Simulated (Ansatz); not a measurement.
This geometry of BrH + ClH3OSn (8 atoms, charge 0, multiplicity 1) is a first-order saddle point.

Theory: RKS PBE0/def2-SVP (Ansatz).

```xyz
8
Properties=species:S:1:pos:R:3
Sn 0.028 -0.062 -0.089
O -0.065 0.150 1.985
H -0.953 0.246 2.360
H 1.622 0.117 -0.612
Cl -1.522 1.428 -0.990
H -0.711 -1.598 -0.202
Br 1.433 2.524 1.533
H 0.549 1.191 2.064
```

Task: Which two structures does it join? (They come from a converged band through this point; their orientation in space is the band's.)

Result: Bonds broken: Sn1–O2, Br7–H8. Bonds formed: Sn1–Br7, O2–H8. BrH + ClH3OSn becomes BrClH2Sn + H2O.

Initial state:

```xyz
8
Properties=species:S:1:pos:R:3
Sn -0.169 -0.208 -0.179
O -0.212 0.350 1.744
H -1.095 0.531 2.091
H 1.293 0.413 -0.775
Cl -1.977 0.916 -1.165
H -0.490 -1.879 -0.254
Br 2.069 2.409 2.384
H 0.961 1.463 2.203
```

Final state:

```xyz
8
Properties=species:S:1:pos:R:3
Sn -0.223 0.530 -0.177
O 0.748 -0.216 2.201
H 0.057 -0.437 2.838
H 1.303 -0.096 -0.571
Cl -1.098 1.223 -2.268
H -1.502 -0.376 0.483
Br 0.028 2.717 1.048
H 1.068 0.650 2.494
```

Task: How far does it lie above each of them?

Result: 0.157 eV above the first and 1.113 eV above the second. This is the barrier of this one path; another mechanism may lie lower. The orbitals stay closed-shell, which can raise the energy where a bond breaks towards radicals; this wasn't checked here.

Time of the run: 5.4 min on 4 threads of Arm Neoverse V1, with other jobs on the host, peak memory 0.33 GiB.
